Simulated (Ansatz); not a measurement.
`[SiH3]BO[SiH3]` + `NBF` → `FBN[SiH3]` + `BO[SiH3]`  (cleavage of the Si–B bond)

Computed with Ansatz on PBE0-D4/def2-TZVP structures; ΔE is electronic, products minus reactants. CCSD(T)/CBS is the MP2 limit (def2-TZVPP, def2-QZVPP) plus CCSD(T) − MP2 in def2-TZVPP, frozen cores. This one scheme is used for every species. Functionals use def2-TZVPP. B3LYP here is the variant with VWN-RPA as its local correlation; programs differ in this. HSE06 is defined as in plane-wave codes. Each species was taken in one conformer, which may not be the lowest.

| level | ΔE (kcal/mol) | difference from CCSD(T)/CBS |
| --- | --- | --- |
| r2SCAN-D4 | -13.9 | 1.7 |
| B97M-V | -13.5 | 2.1 |
| BHLYP-D4 | -16.6 | -1.0 |
| CAM-B3LYP-D4 | -15.4 | 0.2 |
| ωB97X-V | -14.8 | 0.8 |
| PBE | -10.4 | 5.2 |
| BLYP | -13.0 | 2.6 |
| PBE0 | -12.1 | 3.5 |
| B3LYP | -14.3 | 1.3 |
| HSE06 | -12.1 | 3.5 |
| BHLYP | -16.5 | -0.9 |
| HF/def2-SVP | -17.5 | -1.9 |
| MP2/def2-SVP | -15.7 | -0.1 |
| CCSD/def2-TZVPP | -15.7 | -0.1 |
| HF/def2-QZVPP | -19.3 | -3.7 |
| CCSD/CBS(def2) | -16.0 | -0.4 |
| CCSD(T)/CBS | -15.6 | 0 |

Q: What do rigid-rotor, harmonic-oscillator terms from PBE0-D4/def2-TZVP frequencies (298.15 K, 1 bar) make of the CCSD(T)/CBS value? (An estimate is asked.)

A: The calculation gave: ΔZPE = -0.4 kcal/mol, ΔH = -16.3 kcal/mol, ΔS = -7 J/(mol·K), ΔG = -15.8 kcal/mol.

Largest T1 diagnostic among the species: 0.014.

From PBE to PBE0 (25 % exact exchange), in def2-TZVPP and without D4, ΔE moves by −1.7 kcal/mol. At CCSD(T), def2-SVP lies +1.8 kcal/mol from the extrapolated value and def2-TZVPP +0.3 kcal/mol.
